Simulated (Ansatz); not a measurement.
Relaxation of BCl2FH3N (8 atoms, charge 0, multiplicity 1), to a largest force component of 0.03 eV/Å in at most 50 steps.

Level of theory: Ansatz 0.2.0, RHF/cc-pVDZ.

```xyz
8
Properties=species:S:1:pos:R:3
B 0.040 -0.208 -0.090
Cl 0.016 -0.756 1.663
N 1.246 -0.137 -0.750
H 2.118 -0.279 -0.285
H 1.311 0.151 -1.704
Cl -1.505 0.001 -0.929
F -0.026 2.131 0.878
H -0.226 1.805 1.703
```

Problem. Where does it end, and by what steps?

Solution. The run converged. The force dipped under the threshold on the way, but the program's further checks kept it going. After 14 steps the energy has fallen by 0.120 eV; F7 moved furthest, 0.54 Å.

| step | energy less start (eV) | largest force component (eV/Å) | accepted |
| --- | --- | --- | --- |
| 0 | 0.0000 | 0.670 | yes |
| 1 | -0.0860 | 0.498 | yes |
| 2 | -0.1056 | 0.629 | yes |
| 3 | -0.1083 | 0.572 | yes |
| 4 | -0.1162 | 0.351 | yes |
| 5 | -0.1189 | 0.190 | yes |
| 6 | -0.1189 | 0.195 | yes |
| 7 | -0.1163 | 0.387 | no |
| 8 | -0.1194 | 0.091 | yes |
| 9 | -0.1179 | 0.359 | no |
| 10 | -0.1200 | 0.039 | yes |
| 11 | -0.1188 | 0.286 | no |
| 12 | -0.1201 | 0.026 | yes |
| 13 | -0.1202 | 0.052 | yes |
| 14 | -0.1203 | 0.014 | yes |

```xyz
8
Properties=species:S:1:pos:R:3
B 0.049 -0.351 -0.168
Cl 0.004 -0.741 1.580
N 1.257 -0.224 -0.812
H 2.130 -0.300 -0.333
H 1.321 0.016 -1.780
Cl -1.485 -0.176 -1.041
F -0.043 2.555 1.213
H -0.260 1.928 1.826
```

Whether the end is a true minimum wasn't checked by a vibrational analysis.

Time of the run: 54 s on 1 thread of Intel(R) Xeon(R) Platinum 8259CL CPU @ 2.50GHz (Skylake/Cascade Lake) (shared host), peak memory 0.21 GiB.
